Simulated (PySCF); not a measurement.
F₄Sn. Atoms are numbered in the order given.

```xyz
5

F      1.0983    -1.0983     1.0983
Sn     0.0000     0.0000     0.0000
F     -1.0983    -1.0983    -1.0983
F     -1.0983     1.0983     1.0983
F      1.0983     1.0983    -1.0983
```
Charge 0, spin multiplicity 1.

The structure is a stationary point at PBE0-D3(BJ)/def2-SVP. The isomer is the one that the SMILES or the coordinates give; other isomers of the formula were not compared. The def2 effective core potentials stand for the cores of Sn; spin–orbit coupling is left out.

These are PySCF with PBE/def2-TZVP values and carry that method's errors.

Symmetry labels are those of the subgroup D2 that the program uses (full group Td).

Question: List the valence orbital energies around the gap with their symmetry. (The exact figures need the calculation; the answer reports its results.)

Answer: 
| orbital | symmetry | energy (eV) |
|---|---|---|
| HOMO−7 | A | -10.43 |
| HOMO−6 | A | -10.43 |
| HOMO−5 | B1 | -10.40 |
| HOMO−4 | B2 | -10.40 |
| HOMO−3 | B3 | -10.40 |
| HOMO−2 | B1 | -10.22 |
| HOMO−1 | B2 | -10.22 |
| HOMO | B3 | -10.22 |
| LUMO | A | -4.91 |
| LUMO+1 | B1 | -0.61 |
| LUMO+2 | B2 | -0.61 |
| LUMO+3 | B3 | -0.61 |
